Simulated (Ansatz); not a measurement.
`FC[CH2][SnH3]` → `F[CH2][SnH3]` + `[CH2]` (triplet) at 400 K and 1 bar (formal loss of a carbene).

Isolated molecules relaxed with PBE0-D4/def2-TZVP in Ansatz; ΔE leaves out vibrations. CCSD(T)/CBS is the MP2 limit (def2-TZVPP, def2-QZVPP) plus CCSD(T) − MP2 in def2-TZVPP, frozen cores. This one scheme is used for every species. Triplets are unrestricted, without spin–orbit coupling. Elements past krypton have def2 core potentials. For Sn outer-core shells are correlated without core-valence functions, which leaves a few kJ/mol of doubt a bond. Each species was taken in one conformer, which may not be the lowest.

```json
{"species": "`FC[CH2][SnH3]`", "CCSD(T)/CBS energy (Eh)": "-394.10404", "H − E (kJ/mol)": "236.8", "S (J/(mol·K))": "381.6"}
{"species": "`F[CH2][SnH3]`", "CCSD(T)/CBS energy (Eh)": "-354.83026", "H − E (kJ/mol)": "155.4", "S (J/(mol·K))": "344.3"}
{"species": "`[CH2]` (triplet)", "CCSD(T)/CBS energy (Eh)": "-39.09499", "H − E (kJ/mol)": "59.0", "S (J/(mol·K))": "205.7"}
```

H − E and S are ideal-gas, rigid-rotor, harmonic terms from PBE0-D4/def2-TZVP, for one conformer and one mirror image of each species, with the whole ground term of open shells counted as degenerate. 1 Eh = 2625.50 kJ/mol, R = 8.31446 J/(mol·K).

Problem. By hand: ΔE, ΔH, ΔS and ΔG.

Solution. ΔE = (-354.83026) + (-39.09499) − (-394.10404) = 0.17879 Eh = 469.4 kJ/mol. Δ(H − E) = 155.4 + 59.0 − 236.8 = -22.4, so ΔH = 447.0 kJ/mol. ΔS = 344.3 + 205.7 − 381.6 = 168.4 J/(mol·K). ΔG = 447.0 − 400 × (168.4)/1000 = 379.6 kJ/mol.

Problem. By hand: the equilibrium constant, and the temperature at which ΔG would vanish if ΔH and ΔS stayed fixed.

Solution. log₁₀ K = −ΔG/(RT ln 10) = -49.6. ΔG = 0 at ΔH/ΔS = 2654 K, far beyond where these terms or the molecules hold.

The number of gas molecules changes by +1, which sets the sign of ΔS. A doubt of 5 kJ/mol in ΔE shifts log₁₀ K by 0.7 here. Other conformers and mirror images would add mixing entropy, several J/(mol·K) or more a flexible species. A triplet takes part, so the spin changes. These are equilibria of isolated gas molecules and say nothing of rates. Largest T1 diagnostic: 0.013 (customary marks: 0.02 for closed shells, 0.045 for open ones).
